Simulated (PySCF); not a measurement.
A structure optimised at PBE-D3(BJ)/def2-TZVP, used in a PySCF frequency run:

```xyz
5

Ga    -0.0052     0.3654     0.0000
H      1.3884     1.0748     0.0000
H     -1.4507     0.9877     0.0000
O      0.1217    -1.4403     0.0000
H     -0.7502    -1.8687     0.0000
```
Charge 0, spin multiplicity 1.

Q: Write its SMILES, formula and point group.

A: [OH][GaH2], GaH₃O, Cs

Q: What are its rotational constants (standard atomic weights)?

A: 105.01, 10.498, 9.5436 GHz
